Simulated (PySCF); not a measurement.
Si(Cl)(OH)(SH)2 (ClH3OS2Si), SMILES O[Si](S)(S)Cl.

Geometry: B3LYP-D3(BJ)/def2-SVP. This is a generated structure with no PubChem entry under its InChIKey; it may be hypothetical. One conformer was computed; it need not be the lowest.

Two levels are set side by side: TDDFT-PBE/def2-SVPD (PySCF) and TDDFT-PBE0/def2-SVPD (PySCF). Vertical, same geometry. The lowest singlet is HOMO→LUMO 98 % with PBE and HOMO→LUMO 44 %, HOMO→LUMO+1 41 % with the other functional; states are paired by order. Differences are taken from unrounded values.

| quantity | TDDFT-PBE0 |
|---|---|
| lowest singlet excitation (eV) | 6.20 |
| lowest triplet excitation (TDA) (eV) | 5.76 |

Q: What does TDDFT-PBE give, and how far is it from TDDFT-PBE0? (An estimate is asked for; the answer gives what the named calculation found.)

A: 
| quantity | TDDFT-PBE | TDDFT-PBE minus TDDFT-PBE0 |
|---|---|---|
| lowest singlet excitation (eV) | 5.55 | -0.65 |
| lowest triplet excitation (TDA) (eV) | 5.27 | -0.50 |

Functionals without exact exchange tend to place singlet excitations lower, as here. Differences between two approximate levels are no errors against the true value.

Rough cost on one machine, each run with all the roots and properties that it gave: TDDFT-PBE0 against TDDFT-PBE about 3 times.
